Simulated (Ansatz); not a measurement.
The cluster Si6Te6⁺. The state is a doublet with charge 1. Geometry PBE-D4/def2-SVP, that of the neutral singlet; atoms count from 1.

```xyz
12

Si   -0.974   -0.834   -3.156
Si   -0.256    1.094    3.011
Si    2.728    1.236    1.190
Si    1.555   -2.157    0.109
Si   -1.656    0.158    0.031
Si    1.883    0.005   -0.689
Te   -2.787    0.856   -2.050
Te   -2.634    0.118    2.323
Te   -0.955   -2.189   -0.747
Te    0.205    2.040    0.521
Te    1.569   -0.883    2.485
Te    1.323    0.555   -3.030
```

In the def2 sets Te takes a core potential; there is no spin–orbit coupling. The structure comes from a short search, and lower isomers may exist.

**Question.** Estimate the Mulliken populations from the PBE0/def2-SVP orbitals of Ansatz.

**Answer.** 
| atom | charge (e) | spin (α − β) |
| --- | --- | --- |
| Si1 | 0.20 | 0.32 |
| Si2 | 0.19 | 0.01 |
| Si3 | 0.27 | 0.10 |
| Si4 | 0.20 | 0.08 |
| Si5 | -0.03 | -0.01 |
| Si6 | -0.21 | -0.02 |
| Te7 | 0.08 | 0.13 |
| Te8 | 0.03 | 0.05 |
| Te9 | 0.11 | 0.00 |
| Te10 | 0.07 | 0.02 |
| Te11 | -0.03 | 0.01 |
| Te12 | 0.11 | 0.32 |
Mulliken values and Mayer orders depend strongly on the basis.

**Question.** Where does the spin sit?

**Answer.** Summed by element: Si 0.47, Te 0.53, of 1 unpaired in all. Largest on single atoms: Si1 0.32, Te12 0.32, Te7 0.13.

**Question.** And the Mayer bond orders between bonded heavy atoms (over 0.3)?

**Answer.** Si1–Te7 0.88 (2.71 Å); Si1–Te9 0.74 (2.76 Å); Si1–Te12 0.92 (2.69 Å); Si2–Te8 0.90 (2.66 Å); Si2–Te10 0.69 (2.70 Å); Si2–Te11 0.71 (2.74 Å); Si3–Si6 0.75 (2.40 Å); Si3–Te10 0.59 (2.73 Å); Si3–Te11 0.78 (2.74 Å); Si4–Si6 0.85 (2.33 Å); Si4–Te9 0.75 (2.65 Å); Si4–Te11 0.75 (2.70 Å); Si5–Te7 1.08 (2.47 Å); Si5–Te8 1.10 (2.49 Å); Si5–Te9 0.84 (2.57 Å); Si5–Te10 0.69 (2.69 Å); Si6–Te10 0.44 (2.90 Å); Si6–Te12 1.13 (2.47 Å).
